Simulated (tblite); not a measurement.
Isomers of C4H10FPSi. All values are computed: GFN2-xTB (tblite) harmonic vibrations without scaling, gas phase. The method is semi-empirical: single wavenumbers can be off by several per cent or more. Modes of hydrogen on phosphorus and silicon can be 10 to 20 % off. One conformer each.

Electronic energies: GFN2-xTB at the same geometries; isomer energies are rough at this level and their order can be wrong.

| SMILES | electronic energy, lowest = 0 (kcal/mol) |
| --- | --- |
| F[SiH]1CCPCC1 | 0.4 |
| F[Si]1(P)CCCC1 | 0.0 |
| [H]/P=C(\F)[Si](C)(C)C | 75.1 |

How do GFN2-xTB zero-point energies change the relative energies?

```csv
SMILES,ZPE (kcal/mol),of it from modes above 1550 cm⁻¹,electronic (kcal/mol),"with ZPE, lowest = 0 (kcal/mol)",lowest mode (cm⁻¹),rings
F[Si]1(P)CCCC1,82.7,40.9,0.0,0.4,64,1
F[SiH]1CCPCC1,82.0,40.3,0.4,0.0,68,1
[H]/P=C(\F)[Si](C)(C)C,79.8,42.3,75.1,72.4,18,0
```

The zero-point energies span 2.9 kcal/mol, from `[H]/P=C(\F)[Si](C)(C)C` to `F[Si]1(P)CCCC1`. With it `F[SiH]1CCPCC1` becomes the lowest.
